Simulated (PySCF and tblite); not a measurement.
Values are calculated unless marked as measured or tabulated.
Stationary points of 2-(trifluoromethyl)acrylic acid at GFN2-xTB, in Å:

Structure A

```
 1 C    -0.943    0.991   -0.710
 2 C    -0.221    0.077   -0.074
 3 C     1.267    0.131    0.045
 4 O     1.932   -0.687    0.616
 5 O     1.783    1.203   -0.562
 6 C    -0.855   -1.120    0.595
 7 F    -0.613   -1.153    1.910
 8 F    -2.191   -1.121    0.457
 9 F    -0.424   -2.277    0.080
10 H    -2.016    0.920   -0.777
11 H    -0.464    1.834   -1.178
12 H     2.749    1.204   -0.465
```

Structure B

```
 1 C    -1.188    1.216   -0.175
 2 C    -0.280    0.257   -0.040
 3 C     1.180    0.581   -0.058
 4 O     1.609    1.693   -0.197
 5 O     1.940   -0.497    0.095
 6 C    -0.657   -1.194    0.139
 7 F    -0.212   -1.699    1.297
 8 F    -1.988   -1.368    0.139
 9 F    -0.177   -1.971   -0.841
10 H    -2.246    1.015   -0.166
11 H    -0.861    2.235   -0.300
12 H     2.883   -0.267    0.081
```

Structure C

```
 1 C    -1.083    1.166   -0.397
 2 C    -0.263    0.213    0.011
 3 C     1.222    0.406    0.195
 4 O     1.738    0.751    1.216
 5 O     1.876    0.144   -0.932
 6 C    -0.749   -1.168    0.373
 7 F    -0.693   -1.392    1.694
 8 F    -2.017   -1.381    0.002
 9 F    -0.011   -2.127   -0.207
10 H    -2.141    0.994   -0.501
11 H    -0.715    2.148   -0.640
12 H     2.835    0.247   -0.814
```

Level: PBE0/pcSseg-1 + D3(BJ), IEF-PCM water on GFN2-xTB stationary points, with GFN2-xTB thermal terms.

Task: Which structure is a saddle point, and along which motion?

Result: C: one imaginary mode (46i cm⁻¹ at GFN2-xTB, mostly on O5, O4, C1), along the rotation about the C2–C3 bond (torsion C1–C2–C3–O4 from 0° to 180°, rising).

Task: Give their symmetry and energies above the lowest.

Result: A Cs, 0.0 kcal/mol; B Cs, 0.4 kcal/mol; C C1, 5.8 kcal/mol.
